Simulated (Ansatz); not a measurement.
A short molecular-dynamics run on C8H10 (`C=CC(=C)C(=C)C=C`).

```yaml
crystal:
  periodic: [false, false, false]
  atoms:
    - {symbol: C, position_ang: [0.704447, 1.373363, -1.657324]}
    - {symbol: C, position_ang: [1.374391, 0.762127, -0.683712]}
    - {symbol: C, position_ang: [0.776075, 0.127287, 0.486927]}
    - {symbol: C, position_ang: [1.547656, -0.372425, 1.456226]}
    - {symbol: C, position_ang: [-0.706211, 0.056055, 0.594769]}
    - {symbol: C, position_ang: [-1.360851, 0.862205, 1.435096]}
    - {symbol: C, position_ang: [-1.432706, -0.914786, -0.218313]}
    - {symbol: C, position_ang: [-0.876955, -1.826003, -1.012791]}
    - {symbol: H, position_ang: [-0.378108, 1.429924, -1.652641]}
    - {symbol: H, position_ang: [1.222741, 1.834659, -2.488919]}
    - {symbol: H, position_ang: [2.460818, 0.728858, -0.722565]}
    - {symbol: H, position_ang: [1.119521, -0.846092, 2.330900]}
    - {symbol: H, position_ang: [2.629354, -0.319551, 1.391100]}
    - {symbol: H, position_ang: [-0.836817, 1.587392, 2.045159]}
    - {symbol: H, position_ang: [-2.440828, 0.813991, 1.526729]}
    - {symbol: H, position_ang: [-2.515949, -0.872710, -0.130149]}
    - {symbol: H, position_ang: [0.198734, -1.900954, -1.125022]}
    - {symbol: H, position_ang: [-1.485312, -2.523339, -1.575470]}
basis:
  gaussian: {orbitals: "6-31G*"}
hamiltonian: {xc: {name: revPBE}, dispersion: d3bjatm}
md: {timestep: 2 fs, n_steps: 50, ensemble: nve, temperature: 700, initial_velocities: maxwell_boltzmann, seed: 859}
```

```sh
$ ansatz run in.yaml --threads 2 --pin off --events-out ev --progress --plain --max-ram 32768MiB --backend cpu
```

| step | time (fs) | potential energy (eV) | kinetic (eV) | T (K) | conserved (eV) |
| --- | --- | --- | --- | --- | --- |
| 0 | 0.0 | -8455.4684 | 1.4477 | 700 | -8454.0207 |
| 1 | 2.0 | -8454.8833 | 1.0103 | 489 | -8453.8730 |
| 2 | 4.0 | -8454.7115 | 0.7762 | 375 | -8453.9353 |
| 3 | 6.0 | -8454.5505 | 0.6231 | 301 | -8453.9273 |
| 4 | 8.0 | -8454.4429 | 0.5779 | 279 | -8453.8650 |
| 5 | 10.0 | -8454.8575 | 0.8569 | 414 | -8454.0006 |
| 6 | 12.0 | -8454.5803 | 0.7041 | 340 | -8453.8762 |
| 7 | 14.0 | -8454.6957 | 0.7451 | 360 | -8453.9507 |
| 8 | 16.0 | -8454.6212 | 0.6989 | 338 | -8453.9223 |
| 9 | 18.0 | -8454.5886 | 0.6981 | 338 | -8453.8906 |
| 10 | 20.0 | -8454.9664 | 0.9657 | 467 | -8454.0007 |
| 11 | 22.0 | -8454.7695 | 0.8765 | 424 | -8453.8930 |
| 12 | 24.0 | -8454.8144 | 0.8594 | 416 | -8453.9551 |
| 13 | 26.0 | -8454.6732 | 0.7452 | 360 | -8453.9280 |
| 14 | 28.0 | -8454.5331 | 0.6165 | 298 | -8453.9166 |
| 15 | 30.0 | -8454.6661 | 0.6861 | 332 | -8453.9800 |
| 16 | 32.0 | -8454.5153 | 0.6235 | 301 | -8453.8918 |
| 17 | 34.0 | -8454.6633 | 0.7087 | 343 | -8453.9546 |
| 18 | 36.0 | -8454.6528 | 0.7247 | 350 | -8453.9281 |
| 19 | 38.0 | -8454.6615 | 0.7231 | 350 | -8453.9384 |
| 20 | 40.0 | -8454.7129 | 0.7597 | 367 | -8453.9533 |
| 21 | 42.0 | -8454.6166 | 0.7231 | 350 | -8453.8936 |
| 22 | 44.0 | -8454.7518 | 0.8054 | 389 | -8453.9464 |
| 23 | 46.0 | -8454.7360 | 0.8215 | 397 | -8453.9146 |
| 24 | 48.0 | -8454.8147 | 0.8712 | 421 | -8453.9435 |
| 25 | 50.0 | -8454.8167 | 0.8867 | 429 | -8453.9300 |
| 26 | 52.0 | -8454.7249 | 0.8248 | 399 | -8453.9002 |
| 27 | 54.0 | -8454.6593 | 0.7302 | 353 | -8453.9290 |
| 28 | 56.0 | -8454.5137 | 0.6177 | 299 | -8453.8960 |
| 29 | 58.0 | -8454.5999 | 0.6721 | 325 | -8453.9278 |
| 30 | 60.0 | -8454.6833 | 0.7772 | 376 | -8453.9061 |
| 31 | 62.0 | -8454.7714 | 0.8695 | 420 | -8453.9020 |
| 32 | 64.0 | -8454.7416 | 0.8280 | 400 | -8453.9136 |
| 33 | 66.0 | -8454.6390 | 0.7586 | 367 | -8453.8804 |
| 34 | 68.0 | -8454.7876 | 0.8586 | 415 | -8453.9290 |
| 35 | 70.0 | -8454.7131 | 0.8409 | 407 | -8453.8722 |
| 36 | 72.0 | -8454.8121 | 0.9028 | 437 | -8453.9093 |
| 37 | 74.0 | -8454.6948 | 0.7919 | 383 | -8453.9029 |
| 38 | 76.0 | -8454.5060 | 0.6352 | 307 | -8453.8709 |
| 39 | 78.0 | -8454.6361 | 0.7190 | 348 | -8453.9170 |
| 40 | 80.0 | -8454.5277 | 0.6539 | 316 | -8453.8738 |
| 41 | 82.0 | -8454.6052 | 0.6882 | 333 | -8453.9170 |
| 42 | 84.0 | -8454.5448 | 0.6365 | 308 | -8453.9083 |
| 43 | 86.0 | -8454.3956 | 0.5221 | 252 | -8453.8734 |
| 44 | 88.0 | -8454.6224 | 0.7081 | 342 | -8453.9143 |
| 45 | 90.0 | -8454.6576 | 0.7594 | 367 | -8453.8982 |
| 46 | 92.0 | -8454.8407 | 0.9153 | 443 | -8453.9254 |
| 47 | 94.0 | -8454.9632 | 1.0299 | 498 | -8453.9333 |
| 48 | 96.0 | -8454.7377 | 0.8478 | 410 | -8453.8899 |
| 49 | 98.0 | -8454.7942 | 0.8825 | 427 | -8453.9117 |
| 50 | 100.0 | -8454.7848 | 0.8528 | 412 | -8453.9320 |

Velocities are drawn at the set temperature; a run this short doesn't reach equilibrium.

Frames (Å, forces in eV/Å):

```xyz
18
time=0.0 fs
C     0.704    1.373   -1.657   -0.416    0.378   -0.610
C     1.374    0.762   -0.684    0.386   -0.337    0.500
C     0.776    0.127    0.487   -0.320    0.265   -0.531
C     1.548   -0.372    1.456    0.447   -0.317    0.606
C    -0.706    0.056    0.595    0.256   -0.431   -0.451
C    -1.361    0.862    1.435   -0.375    0.509    0.519
C    -1.433   -0.915   -0.218   -0.327    0.490    0.406
C    -0.877   -1.826   -1.013    0.347   -0.565   -0.500
H    -0.378    1.430   -1.653   -0.360    0.037   -0.027
H     1.223    1.835   -2.489    0.154    0.180   -0.325
H     2.461    0.729   -0.723    0.383   -0.014   -0.003
H     1.120   -0.846    2.331   -0.116   -0.174    0.325
H     2.629   -0.320    1.391    0.396   -0.005    0.027
H    -0.837    1.587    2.045    0.153    0.268    0.233
H    -2.441    0.814    1.527   -0.390    0.021    0.073
H    -2.516   -0.873   -0.130   -0.380    0.020    0.041
H     0.199   -1.901   -1.125    0.352   -0.052   -0.058
H    -1.485   -2.523   -1.575   -0.189   -0.273   -0.225
18
time=10.0 fs
C     0.715    1.429   -1.727    0.146   -1.376    1.540
C     1.312    0.809   -0.647    0.812    1.133   -2.263
C     0.747    0.087    0.430    1.212   -0.796    2.409
C     1.480   -0.455    1.466    0.589    1.083   -1.098
C    -0.667    0.026    0.591   -2.002    1.408    0.451
C    -1.306    0.880    1.435   -0.872   -0.379   -0.230
C    -1.439   -0.879   -0.196    0.765   -1.363   -0.780
C    -0.815   -1.819   -0.968   -1.795    0.044    0.556
H    -0.365    1.328   -1.820   -0.225    0.398   -0.280
H     1.326    1.819   -2.535   -0.044    0.253   -0.135
H     2.394    0.780   -0.665    0.685    0.174    0.113
H     1.117   -1.066    2.283   -0.566   -0.033    0.110
H     2.516   -0.137    1.546    0.602   -0.377   -0.092
H    -0.907    1.673    2.054    0.590    0.041    0.142
H    -2.391    0.769    1.457   -0.283    0.227    0.188
H    -2.522   -0.855   -0.070   -0.221   -0.210   -0.023
H     0.247   -1.870   -1.143    0.477   -0.006    0.079
H    -1.460   -2.625   -1.312    0.130   -0.220   -0.688
18
time=20.0 fs
C     0.702    1.438   -1.771    1.458   -0.333    0.897
C     1.362    0.879   -0.683   -2.999   -0.628    0.048
C     0.771    0.045    0.471   -0.106    2.481   -1.660
C     1.489   -0.501    1.465   -0.016   -0.021   -0.181
C    -0.732    0.067    0.598    0.828   -0.959   -0.884
C    -1.323    0.909    1.453   -0.240    0.334    0.219
C    -1.441   -0.918   -0.202   -0.873   -0.264    0.409
C    -0.822   -1.854   -0.927    0.593   -0.576   -0.683
H    -0.348    1.493   -2.072   -0.234   -0.553    0.735
H     1.321    1.938   -2.524    0.244    0.098    0.097
H     2.410    0.986   -0.582    1.486    0.218   -0.228
H     0.884   -1.102    2.126    0.223   -0.281    0.883
H     2.561   -0.376    1.611    0.185   -0.248   -0.123
H    -0.680    1.579    2.019   -0.227    0.270    0.311
H    -2.413    0.934    1.547    0.014    0.163    0.157
H    -2.520   -0.984   -0.063   -0.381    0.180   -0.058
H     0.252   -1.818   -1.025    0.626    0.028    0.006
H    -1.258   -2.686   -1.480   -0.581    0.091    0.054
18
time=30.0 fs
C     0.752    1.432   -1.775   -1.103   -0.055    0.656
C     1.360    0.914   -0.694   -1.159   -0.786    0.611
C     0.790    0.144    0.432    0.183   -1.658    2.310
C     1.503   -0.555    1.469   -1.022    1.205   -2.436
C    -0.766    0.077    0.572   -0.440    0.429    0.867
C    -1.346    0.959    1.482    1.159   -0.656   -0.778
C    -1.500   -0.994   -0.197    1.583    0.529   -0.017
C    -0.787   -1.918   -0.925   -1.771    1.080    0.361
H    -0.335    1.302   -1.841    0.079    0.221   -0.648
H     1.344    2.089   -2.411   -0.316   -0.022   -0.442
H     2.361    1.181   -0.675    2.583    0.049    0.674
H     0.967   -1.057    2.274   -0.474    0.055   -0.061
H     2.577   -0.796    1.508    0.010    0.661   -0.391
H    -0.661    1.563    2.087    0.085    0.183   -0.200
H    -2.392    1.175    1.725   -0.248   -0.655   -0.366
H    -2.592   -0.985   -0.137   -0.070   -0.029   -0.084
H     0.285   -1.831   -0.906    0.571   -0.322   -0.268
H    -1.327   -2.603   -1.592    0.347   -0.229    0.211
18
time=40.0 fs
C     0.749    1.433   -1.744    0.281   -0.533    0.982
C     1.423    0.923   -0.645   -4.057   -0.420   -0.884
C     0.790    0.173    0.494   -3.375    0.908   -3.248
C     1.456   -0.557    1.352    1.904   -0.657    0.982
C    -0.802    0.096    0.589    2.392   -0.569   -0.354
C    -1.315    0.972    1.467   -1.200   -0.179   -0.068
C    -1.482   -1.015   -0.179    0.911    1.131   -0.071
C    -0.801   -1.928   -0.915   -0.707   -0.634   -0.271
H    -0.308    1.190   -1.955    0.221    0.037    0.512
H     1.159    2.112   -2.505    0.510   -0.267    0.224
H     2.423    1.040   -0.456    2.981    0.774    0.028
H     0.951   -0.905    2.234   -0.027   -0.777    0.476
H     2.524   -0.736    1.162    0.094    0.063    0.625
H    -0.684    1.692    2.002   -0.212   -0.039   -0.104
H    -2.399    0.941    1.647    0.008    0.305    0.287
H    -2.572   -0.985   -0.270   -0.150    0.055    0.270
H     0.267   -2.054   -0.941    0.720    0.415    0.268
H    -1.289   -2.699   -1.543   -0.294    0.386    0.347
18
time=50.0 fs
C     0.762    1.410   -1.664   -0.042    0.126   -1.041
C     1.431    0.929   -0.608   -4.726   -0.456   -0.181
C     0.664    0.197    0.422    6.054   -1.469    1.436
C     1.466   -0.570    1.277   -0.259    1.149   -0.585
C    -0.723    0.091    0.594   -3.041    0.465    0.011
C    -1.356    0.962    1.435   -0.102   -0.016   -0.175
C    -1.407   -0.962   -0.169   -0.609   -0.450   -0.191
C    -0.823   -1.952   -0.897   -1.051    0.336    0.637
H    -0.301    1.147   -1.798    0.269    0.407   -0.078
H     1.304    1.927   -2.468   -0.295    0.041   -0.025
H     2.425    1.080   -0.496    3.481    0.341    0.600
H     1.059   -1.139    2.112   -0.220   -0.184    0.022
H     2.577   -0.549    1.214   -0.535    0.019   -0.109
H    -0.818    1.829    1.855   -0.056   -0.402    0.067
H    -2.411    0.855    1.713   -0.021    0.040   -0.214
H    -2.502   -0.926   -0.165   -0.138    0.098    0.159
H     0.250   -2.015   -0.858    0.653   -0.413   -0.384
H    -1.471   -2.715   -1.380    0.640    0.367    0.051
18
time=60.0 fs
C     0.775    1.401   -1.653   -1.014    0.692   -0.996
C     1.392    0.952   -0.566   -2.235    0.281   -0.830
C     0.785    0.149    0.415   -4.232    1.607    0.115
C     1.484   -0.565    1.236    3.272   -1.410    1.689
C    -0.750    0.107    0.578    1.785    0.165   -0.404
C    -1.424    0.947    1.394    0.396    0.757    0.340
C    -1.393   -0.927   -0.162   -1.243   -0.708    0.438
C    -0.841   -1.952   -0.836   -0.958   -0.942   -0.929
H    -0.328    1.338   -1.708    0.412   -0.008   -0.350
H     1.350    1.828   -2.482   -0.245    0.192    0.008
H     2.389    1.036   -0.480    4.095    0.330    0.181
H     1.104   -1.389    1.803   -0.356   -0.312    0.841
H     2.574   -0.364    1.242   -0.136   -0.631    0.090
H    -0.901    1.805    1.856   -0.160   -0.399    0.068
H    -2.491    0.842    1.635    0.052   -0.008   -0.323
H    -2.473   -0.868    0.010   -0.318   -0.423   -0.497
H     0.213   -2.119   -0.999    0.579    0.270    0.131
H    -1.489   -2.710   -1.346    0.306    0.546    0.429
18
time=70.0 fs
C     0.751    1.443   -1.707    0.941    0.347    1.029
C     1.435    1.012   -0.568   -6.288   -0.626   -1.347
C     0.758    0.159    0.477    3.310   -0.221    0.717
C     1.610   -0.650    1.287   -1.394    1.984   -2.088
C    -0.721    0.140    0.548   -1.400   -0.786    0.542
C    -1.464    0.955    1.351    0.729    0.245    0.080
C    -1.461   -0.951   -0.136    0.941   -0.540   -0.681
C    -0.864   -1.970   -0.810   -1.426   -0.194   -0.500
H    -0.344    1.491   -1.853    0.338   -0.418    0.516
H     1.287    1.903   -2.554    0.161   -0.114    0.284
H     2.435    0.983   -0.539    4.221    0.178    0.030
H     1.106   -1.424    1.823   -0.078   -0.660    0.930
H     2.732   -0.595    1.271   -1.018   -0.025   -0.137
H    -0.993    1.689    2.042   -0.394   -0.260   -0.489
H    -2.555    0.835    1.323    0.094    0.212    0.259
H    -2.555   -1.031   -0.116   -0.034    0.578    0.447
H     0.196   -2.022   -1.013    0.477   -0.118    0.071
H    -1.549   -2.729   -1.279    0.821    0.418    0.337
18
time=80.0 fs
C     0.774    1.511   -1.706   -0.943   -0.490    0.719
C     1.399    1.017   -0.622   -3.141   -1.581    1.384
C     0.861    0.174    0.567   -2.601    0.858   -2.911
C     1.607   -0.686    1.269    2.024    0.196    0.018
C    -0.737    0.114    0.552    1.342   -0.385    0.823
C    -1.478    0.964    1.298   -0.462    0.616    0.605
C    -1.490   -0.991   -0.139    0.276    1.680    0.472
C    -0.902   -1.980   -0.811   -0.666   -1.558   -0.573
H    -0.314    1.362   -1.738    0.054    0.389   -0.603
H     1.363    1.976   -2.505   -0.372    0.055    0.014
H     2.394    1.113   -0.655    4.452    0.285    0.356
H     1.290   -1.279    2.098   -0.934   -0.582    0.511
H     2.713   -0.799    1.127   -0.592    0.494   -0.132
H    -1.142    1.658    2.100    0.330   -0.207   -0.793
H    -2.574    0.962    1.178    0.061   -0.189    0.151
H    -2.573   -0.860    0.009    0.034   -0.420   -0.211
H     0.171   -1.960   -0.873    0.684   -0.237   -0.189
H    -1.440   -2.884   -1.233    0.456    1.076    0.358
18
time=90.0 fs
C     0.748    1.552   -1.656    0.605   -0.667    0.407
C     1.419    0.946   -0.602   -4.412    0.704   -1.496
C     0.839    0.194    0.503   -0.695   -2.555    0.804
C     1.622   -0.693    1.267   -0.215    3.064   -2.739
C    -0.700    0.071    0.615   -0.857    0.811   -0.521
C    -1.501    0.982    1.252    1.679    0.567    0.479
C    -1.472   -0.955   -0.132    0.682   -1.483   -0.280
C    -0.915   -2.010   -0.810   -0.767   -0.281    0.195
H    -0.310    1.437   -1.929    0.013   -0.217    0.632
H     1.280    2.123   -2.434    0.280   -0.075    0.368
H     2.402    1.155   -0.490    3.676    0.543    0.177
H     1.158   -1.130    2.110   -0.076   -1.110    1.012
H     2.692   -0.716    0.951   -0.467   -0.365    0.946
H    -0.976    1.780    1.838   -0.760   -0.323   -0.330
H    -2.601    0.962    1.199    0.317   -0.047    0.170
H    -2.568   -0.909    0.019    0.301    0.083   -0.204
H     0.165   -2.074   -0.835    0.524   -0.014   -0.133
H    -1.435   -2.916   -1.266    0.173    1.362    0.514
18
time=100.0 fs
C     0.747    1.557   -1.593    0.283    0.365   -0.086
C     1.408    0.938   -0.604   -3.518   -0.733    0.519
C     0.753    0.087    0.442    1.118    1.803   -1.269
C     1.585   -0.587    1.217    1.417   -1.870    1.494
C    -0.709    0.065    0.638   -0.018   -0.702   -1.387
C    -1.439    1.021    1.223   -0.422    1.562    0.749
C    -1.402   -0.987   -0.124   -1.395    0.943    1.478
C    -0.899   -2.017   -0.779   -0.913   -1.633   -1.584
H    -0.330    1.420   -1.741    0.111    0.209   -0.084
H     1.336    2.252   -2.197   -0.363   -0.022   -0.481
H     2.419    1.053   -0.460    2.750    0.360    0.200
H     1.245   -1.274    1.953   -1.096   -0.583    1.060
H     2.677   -0.740    1.226    0.013    0.924   -0.925
H    -1.051    2.012    1.577    0.003   -0.962    0.005
H    -2.525    0.885    1.324    0.087    0.104   -0.165
H    -2.506   -0.917   -0.122    0.201    0.176    0.135
H     0.159   -2.201   -0.899    0.371   -0.267   -0.060
H    -1.688   -2.649   -1.305    1.371    0.325    0.402
```

It took 2.9 min on 2 threads of an AMD EPYC 7R13 on a shared host, with 0.24 GiB of host memory at the peak.
